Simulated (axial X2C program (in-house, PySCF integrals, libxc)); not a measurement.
**RuP⁻ along the bond: PBE0, two-component**

All values were computed with an in-house all-electron X2C program for linear molecules (integrals from PySCF). Two-component (2c) means X2C with spin–orbit coupling and atomic mean-field two-electron Coulomb and Gaunt terms. Basis: Ru dyall-acv3z [13s13p9d5f3g], P dyall-av3z [9s8p3d2f] (cores contracted in-house); Gaussian nuclei, density fitting, unrestricted open shells. Masses: Ru 101.904 u, P 30.974 u.

State: Ω = 4 (⟨Sz⟩ = 1.99, ⟨Lz⟩ = 2.01 at PBE0). Dipoles are positive if P is the positive end and refer to the centre of mass.

Results along the bond:

```json
{"R (Å)": "1.966", "μ (D)": "-3.742", "HOMO (eV)": "0.26", "LUMO (eV)": "1.79"}
{"R (Å)": "2.029", "μ (D)": "-4.100", "HOMO (eV)": "0.21", "LUMO (eV)": "1.79"}
{"R (Å)": "2.092", "μ (D)": "-4.441", "HOMO (eV)": "0.15", "LUMO (eV)": "1.79"}
{"R (Å)": "2.165", "μ (D)": "-4.810", "HOMO (eV)": "0.08", "LUMO (eV)": "1.78"}
{"R (Å)": "2.238", "μ (D)": "-5.140", "HOMO (eV)": "0.02", "LUMO (eV)": "1.78"}
{"R (Å)": "2.333", "μ (D)": "-5.502", "HOMO (eV)": "-0.07", "LUMO (eV)": "1.77"}
```

Occupations by symmetry block were frozen at the best pattern of an incomplete PBE0 search. Density functionals use the spin component along the axis (collinear). Other states lie close and PBE0, whose exact exchange favours high spin, may order them wrongly; the determinant shown need not be the ground state. The nearest other 2c determinant of the search, Ω = 2, lies 0.15 eV up at the distance of the search. Without a current term, density functionals place determinants with orbital angular momentum somewhat too high. With several unpaired electrons one determinant need not be a pure state. Open-shell Ω = 0 determinants with evenly filled partner blocks cannot be reached by this program, so the Ω shown need not be the lowest component. The highest occupied level of some functionals is positive through self-interaction error; at Hartree–Fock it is bound. The LUMO of an anion is an unbound level whose energy the basis sets.
